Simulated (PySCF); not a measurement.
## Correlation energy of Ar+ (argon, charge +1)

[Ne] 3s2 3p4 3d1, one real determinant (an excited configuration). All numbers are calculated (PySCF 2.14, the spin-free X2C one-electron Hamiltonian (Gaussian nucleus), in aug-cc-pCVTZ-DK (8s7p5d3f, 75 functions)). Frozen: [Ne]; 7 electrons correlated.

MP2 pair energies summed by pair of shells (mhartree):

| pair | energy | share (%) |
| --- | --- | --- |
| 3s-3p | -53.11 | 37.7 |
| 3p-3p | -52.73 | 37.4 |
| 3p-3d | -16.36 | 11.6 |
| 3s-3s | -9.56 | 6.8 |
| 3s-3d | -9.14 | 6.5 |

Total MP2 correlation energy: -140.91 mhartree.

Same-spin part -36.51 and opposite-spin part -104.40 mhartree; SCS-MP2 scales them by 1/3 and 6/5 to -137.45 mhartree.

The reference is one real determinant that mixes LS terms of this configuration.
